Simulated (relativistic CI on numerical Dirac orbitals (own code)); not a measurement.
**Calculated levels, Eu⁵³⁺**

Computed by Dirac-Coulomb-Breit CI, KLI orbitals optimised for each configuration, model QED (radiative potential, 1s self-energy scaled to tabulated hydrogen-like ionisation energies), unscaled Slater integrals (own radial code, finite nucleus).

Configurations in the expansion (outside the closed core 1s2): 2s2 2p6, 2s2 2p5 3s, 2s2 2p5 3p, 2s2 2p5 3d, 2s 2p6 3s, 2s 2p6 3p, 2s 2p6 3d, 2s2 2p5 4s, 2s2 2p5 4p, 2s2 2p5 4d, 2s2 2p5 4f, 2s 2p6 4s, 2s2 2p4 3s2, 2s 2p6 4p, 2s2 2p4 3s 3p, 2s 2p6 4d, 2s2 2p5 5s, 2s 2p6 4f, 2s2 2p5 5p, 2s2 2p5 5d, 2s2 2p5 5f, 2s2 2p5 5g, 2s2 2p4 3s 3d, 2s2 2p4 3p2, 2s2 2p4 3p 3d, 2s 2p5 3s2, 2s2 2p4 3d2, 2s 2p5 3s 3p, 2s 2p5 3s 3d, 2s 2p5 3p2, 2s 2p6 5s, 2s 2p6 5p, 2s 2p6 5d, 2s 2p5 3p 3d, 2s 2p6 5f, 2s 2p6 5g. Levels of other configurations are missing.

```tsv
No.	Configuration	Term	J	E (Ry)	%	Next component (%)	jj configuration (%)
1	2s2 2p6	1S	0	0.000	100		closed (100)
2	2s2 2p5 3s	3P°	2	433.480	100		2p3/2^3 3s (100)
3	2s2 2p5 3s	1P°	1	433.982	66	34 3P°	2p3/2^3 3s (100)
4	2s2 2p5 3p	3P	1	442.022	49	33 3S	2p3/2^3 3p1/2 (100)
5	2s2 2p5 3p	3D	2	442.184	51	33 1D	2p3/2^3 3p1/2 (100)
6	2s2 2p5 3p	3D	3	455.159	100		2p3/2^3 3p3/2 (100)
7	2s2 2p5 3p	1P	1	455.167	56	35 3S	2p3/2^3 3p3/2 (100)
8	2s2 2p5 3p	3P	2	455.918	67	33 1D	2p3/2^3 3p3/2 (100)
9	2s2 2p5 3p	1S	0	459.230	59	41 3P	2p3/2^3 3p3/2 (99)
10	2s2 2p5 3d	3P°	0	464.718	100		2p3/2^3 3d3/2 (100)
11	2s2 2p5 3d	3P°	1	465.291	70	29 3D°	2p3/2^3 3d3/2 (95)
12	2s2 2p5 3d	3F°	3	465.479	54	39 1F°	2p3/2^3 3d3/2 (100)
13	2s2 2p5 3d	3D°	2	465.909	55	18 3F°	2p3/2^3 3d3/2 (99)
14	2s2 2p5 3d	3F°	4	468.245	100		2p3/2^3 3d5/2 (100)
15	2s2 2p5 3d	1D°	2	468.646	50	40 3P°	2p3/2^3 3d5/2 (99)
16	2s2 2p5 3d	3D°	3	469.262	70	27 1F°	2p3/2^3 3d5/2 (100)
17	2s2 2p5 3d	1P°	1	471.087	62	23 3D°	2p3/2^3 3d5/2 (95)
18	2s2 2p5 3s	3P°	0	482.460	100		2p1/2 2p3/2^4 3s (100)
19	2s2 2p5 3s	3P°	1	482.702	66	34 1P°	2p1/2 2p3/2^4 3s (100)
20	2s2 2p5 3p	3D	1	490.875	73	23 1P	2p1/2 2p3/2^4 3p1/2 (100)
21	2s2 2p5 3p	3P	0	493.701	59	40 1S	2p1/2 2p3/2^4 3p1/2 (99)
22	2s2 2p5 3p	3P	1	504.075	49	27 3S	2p1/2 2p3/2^4 3p3/2 (96)
23	2s2 2p5 3p	3D	2	504.424	49	34 1D	2p1/2 2p3/2^4 3p3/2 (100)
24	2s 2p6 3s	3S	1	510.886	96	2 2s2 2p5 3p 3S	2s 3s (96)
25	2s 2p6 3s	1S	0	512.533	100		2s 3s (100)
26	2s2 2p5 3d	3F°	2	514.396	74	21 1D°	2p1/2 2p3/2^4 3d3/2 (100)
27	2s2 2p5 3d	3D°	1	515.761	46	35 1P°	2p1/2 2p3/2^4 3d3/2 (95)
28	2s2 2p5 3d	3P°	2	517.557	46	37 3D°	2p1/2 2p3/2^4 3d5/2 (100)
29	2s2 2p5 3d	3F°	3	517.789	44	34 1F°	2p1/2 2p3/2^4 3d5/2 (100)
30	2s 2p6 3p	3P°	0	519.339	100		2s 3p1/2 (100)
31	2s 2p6 3p	3P°	1	519.613	65	30 1P°	2s 3p1/2 (95)
32	2s 2p6 3p	3P°	2	532.565	100		2s 3p3/2 (100)
33	2s 2p6 3p	1P°	1	532.930	68	32 3P°	2s 3p3/2 (100)
34	2s 2p6 3d	3D	1	542.462	100		2s 3d3/2 (100)
35	2s 2p6 3d	3D	2	542.790	77	23 1D	2s 3d3/2 (97)
36	2s 2p6 3d	3D	3	545.503	100		2s 3d5/2 (100)
37	2s 2p6 3d	1D	2	546.489	77	23 3D	2s 3d5/2 (97)
38	2s2 2p5 4s	3P°	2	599.784	100		2p3/2^3 4s (100)
39	2s2 2p5 4s	1P°	1	599.954	66	34 3P°	2p3/2^3 4s (100)
40	2s2 2p5 4p	3P	1	603.326	49	32 3S	2p3/2^3 4p1/2 (100)
41	2s2 2p5 4p	3D	2	603.374	50	33 1D	2p3/2^3 4p1/2 (100)
42	2s2 2p5 4p	3D	3	608.705	100		2p3/2^3 4p3/2 (100)
43	2s2 2p5 4p	1P	1	608.721	57	35 3S	2p3/2^3 4p3/2 (100)
44	2s2 2p5 4p	3P	2	608.986	67	33 1D	2p3/2^3 4p3/2 (100)
45	2s2 2p5 4p	1S	0	610.121	65	35 3P	2p3/2^3 4p3/2 (100)
46	2s2 2p5 4d	3P°	0	612.355	100		2p3/2^3 4d3/2 (100)
47	2s2 2p5 4d	3P°	1	612.564	68	31 3D°	2p3/2^3 4d3/2 (96)
48	2s2 2p5 4d	3F°	3	612.617	54	39 1F°	2p3/2^3 4d3/2 (100)
49	2s2 2p5 4d	3D°	2	612.771	55	18 3F°	2p3/2^3 4d3/2 (100)
50	2s2 2p5 4d	3F°	4	613.837	100		2p3/2^3 4d5/2 (100)
51	2s2 2p5 4d	1D°	2	613.985	50	40 3P°	2p3/2^3 4d5/2 (100)
52	2s2 2p5 4d	3D°	3	614.203	71	27 1F°	2p3/2^3 4d5/2 (100)
53	2s2 2p5 4d	1P°	1	614.856	64	20 3D°	2p3/2^3 4d5/2 (96)
54	2s2 2p5 4f	3D	1	616.006	100		2p3/2^3 4f5/2 (100)
55	2s2 2p5 4f	3G	4	616.043	52	45 1G	2p3/2^3 4f5/2 (100)
56	2s2 2p5 4f	3D	2	616.151	51	45 3F	2p3/2^3 4f5/2 (98)
57	2s2 2p5 4f	3F	3	616.223	51	23 3G	2p3/2^3 4f5/2 (100)
58	2s2 2p5 4f	3G	5	616.619	100		2p3/2^3 4f7/2 (100)
59	2s2 2p5 4f	1D	2	616.709	63	27 3D	2p3/2^3 4f7/2 (98)
60	2s2 2p5 4f	1F	3	616.762	45	40 3D	2p3/2^3 4f7/2 (100)
61	2s2 2p5 4f	3F	4	616.824	72	22 1G	2p3/2^3 4f7/2 (100)
62	2s2 2p5 4s	3P°	0	648.833	100		2p1/2 2p3/2^4 4s (100)
63	2s2 2p5 4s	3P°	1	648.901	66	34 1P°	2p1/2 2p3/2^4 4s (100)
64	2s2 2p5 4p	3D	1	652.320	74	22 1P	2p1/2 2p3/2^4 4p1/2 (100)
65	2s2 2p5 4p	3P	0	653.218	65	35 1S	2p1/2 2p3/2^4 4p1/2 (100)
66	2s2 2p5 4p	3P	1	657.804	50	29 3S	2p1/2 2p3/2^4 4p3/2 (100)
67	2s2 2p5 4p	3D	2	657.854	50	33 1D	2p1/2 2p3/2^4 4p3/2 (100)
68	2s2 2p5 4d	3F°	2	661.635	74	20 1D°	2p1/2 2p3/2^4 4d3/2 (100)
69	2s2 2p5 4d	3D°	1	662.173	49	34 1P°	2p1/2 2p3/2^4 4d3/2 (100)
70	2s2 2p5 4d	3P°	2	663.009	47	36 3D°	2p1/2 2p3/2^4 4d5/2 (100)
```

Energies count from the lowest computed level; ° marks odd parity. Filled j subshells are mostly left out of the jj labels.

The mean weight of the leading LS term, summed over parents, in these 70 levels is 70 %, and that of the leading jj configuration (from the same eigenvectors) 99 %, so jj coupling describes them better and the LS labels are nominal.

At this charge energies of transitions that change n are usually good to better than 1 %, and those within a shell (Δn = 0) to a few per cent.

LS names give the leading component of a level, which can be under half, so a name can repeat, a term be missing and a line seem to break the LS rules.
